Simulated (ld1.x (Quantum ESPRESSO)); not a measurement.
Varying the TM potential for Hg (Z = 80)

Base potential:

* Element: Hg (Z = 80)
* Generator: ld1.x (Quantum ESPRESSO) 7.5
* Type: norm-conserving Troullier–Martins (Kleinman–Bylander form)
* Functional: PBE
* Relativity: fully relativistic
* Frozen core: [Kr] 4d10 4f14 5s2
* Valence charge: 18
* Reference configuration: 5p6 5d10 6s2 6p0
* Partial waves: 5p (bound): rc 1.45 bohr; 5d (bound): rc 2.10 bohr; 6s (bound): rc 2.05 bohr
* Local potential: the s channel
* Core correction: a·sin(br)/r model core inside 1.30 bohr

Open shells are filled in proportion to 2j + 1 (rel_dist='average').

All-electron outer shells of the reference configuration (PBE, scalar-relativistic, ld1.x):

| shell | level (eV) | outermost node (bohr) | outermost maximum (bohr) |
| --- | --- | --- | --- |
| 5s | -118.18 | 0.47 | 0.82 |
| 4f | -95.89 | – | 0.37 |
| 5p | -66.52 | 0.51 | 0.93 |
| 5d | -9.86 | 0.55 | 1.17 |
| 6s | -6.82 | 1.08 | 2.21 |
| 6p | -1.05 | 1.28 | 3.34 |

Cutoffs, loose and tight: the cutoffs (Ry, on a coarse ladder) from which the occupation-weighted sum of valence levels, in a spherical-Bessel basis at the reference potential, stays within 10 and 1 mRy of its value at 400 Ry. They do not see the model core or the augmentation charge, which bear on the density cutoff. Test errors are all-electron minus pseudo excitation energies from the reference, over the configurations 5p6 5d10 6s1 6p0; 5p6 5d10 6s0 6p0; 5p6 5d9 6s0 6p0; 5p6 5d10 6s1.5 6p0; 5p6 5d10 6s1 6p1; 5p6 5d9 6s2 6p0; 5p6 5d9 6s2 6p1. A dash means not determined; rows that change the core or the reference have their own tests.

A true bound ghost makes a file unfit for plane-wave use even where its test errors are small: the radial tests pick states by their node count and pass the ghost by.

Cutoffs are not given where the Bessel-basis levels miss the radial ones by over 6 mRy, ghosts where they miss by over 20 mRy; a channel whose overlap is not positive is not tested.

On the changes marked as counting shells twice: ld1.x takes every shell without a wave as core, so the model core holds the marked electrons as well and exchange and correlation see them twice. This cancels in the reference configuration, but the file is broken for other ones, and its errors say nothing about a proper core correction.

```csv
change,outcome,"cutoff, loose","cutoff, tight",bound ghosts,largest test error (meV)
base,generated,70 Ry,110 Ry,none,-858
wave 6s (bound): rc 2.05 bohr becomes 6s (bound): rc 2.82 bohr,generated,70 Ry,110 Ry,none,-802
scalar-relativistic,generated,70 Ry,110 Ry,none,-789
wave 5d (bound): rc 2.10 bohr becomes 5d (bound): rc 1.66 bohr,generated,70 Ry,110 Ry,none,-862
functional LDA (PZ),generated,70 Ry,110 Ry,none,-887
wave 5p (bound): rc 1.45 bohr becomes 5p (bound): rc 1.42 bohr,generated,80 Ry,120 Ry,none,-859
"core [Xe] 4f14, valence charge 12; reference 5d10 6s1 6p1; waves now 6s (bound): rc 1.75 bohr; 5d (bound): rc 1.95 bohr; 6p (bound): rc 3.10 bohr; local potential the p channel; core correction a·sin(br)/r model core, default radius (core density twice the valence density)","generated, misses its reference levels by 0.60 eV",50 Ry,80 Ry,none,-759
"all radii but the core radius scaled by about 0.89 (s 1.82, p 1.30, d 1.86 bohr)",generated,110 Ry,140 Ry,none,-793
core correction a·sin(br)/r model core inside 1.60 bohr,generated,70 Ry,110 Ry,none,-858
reference 5p6 5d10 6s1 6p1 (6p counted twice),"generated, misses its reference levels by 0.96 eV",70 Ry,110 Ry,none,+3058
local potential the d channel,"generated, misses its reference levels by 1.13 eV",70 Ry,110 Ry,s,+76
```

What comes out with this change to the base: type PAW; waves now 6s (bound): rcut 1.80, rcutus 2.05 bohr; 6s channel at 0.05 Ry: rcut 1.80, rcutus 2.05 bohr; 5p (bound): rcut 1.35, rcutus 1.45 bohr; 6p (bound): rcut 1.35, rcutus 1.45 bohr; 5d (bound): rcut 1.85, rcutus 2.10 bohr; 5d channel at 2.45 Ry: rcut 1.85, rcutus 2.10 bohr; local potential all-electron potential smoothed inside 1.80 bohr (lloc = -2); augmentation BESSEL, radius 1.55 bohr?

outcome: generated; bound ghosts: not determined; largest test error (meV): -4.7.
